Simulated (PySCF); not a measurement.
PySCF input file for C₂H₇FO₂Si, SMILES C[C@@H](O)[Si@@H](O)F, PBE/pcSseg-1. The structure is a stationary point at PBE0-D3(BJ)/def2-SVP. The structure was generated by enumeration; whether it is a known compound was not checked. Other conformers were not sampled.

```python
import numpy as np
from pyscf import gto, scf, dft
from pyscf.prop.nmr import rks as nmr

mol = gto.M(
    atom='''
    C    -1.94957594    1.04418534    0.14136025
    C    -0.90288732    0.04490073    0.58977360
    O    -1.46975552   -1.25588315    0.51069255
    Si    0.63626804    0.05785346   -0.48260383
    O     1.57566523    1.35585189   -0.08620069
    F     1.41311571   -1.33025202   -0.10335678
    H    -2.85076037    0.95322250    0.76710209
    H    -2.24923131    0.86086473   -0.90237279
    H    -1.56978725    2.07376124    0.22288887
    H    -0.60802232    0.28920148    1.63240105
    H    -0.79008472   -1.89245121    0.76165426
    H     0.36978697   -0.01486355   -1.94461558
    H     2.33980675    1.55831795   -0.63313133
    ''',
    basis='pcSseg-1',
    charge=0,
    spin=0,
    max_memory=1600,
    verbose=3,
)
mf = dft.RKS(mol, xc='pbe')
mf.grids.level = 3
mf.conv_tol = 1e-10
mf.max_cycle = 100
mf.kernel()
n = nmr.NMR(mf)
n.verbose = 2
n.max_cycle_cphf = 60
sigma = n.kernel()
print('atom   isotropic/ppm   span/ppm')
for i, s in enumerate(sigma):
    w = np.linalg.eigvalsh((s + s.T) / 2)
    print(f'{mol.atom_symbol(i):2s}{i + 1:3d} {w.mean():14.3f} {w[2] - w[0]:11.3f}')
```

Output:

```
converged SCF energy = -619.761607772922
atom   isotropic/ppm   span/ppm
C   1        163.008      34.271
C   2        118.367      64.405
O   3        301.890     133.413
Si  4        345.705      68.158
O   5        264.043      80.351
F   6        318.100     114.062
H   7         29.557       9.978
H   8         30.023       8.664
H   9         30.175      10.109
H  10         27.542       6.814
H  11         30.652      22.132
H  12         26.298       8.066
H  13         28.883      19.452
```

The run converged.
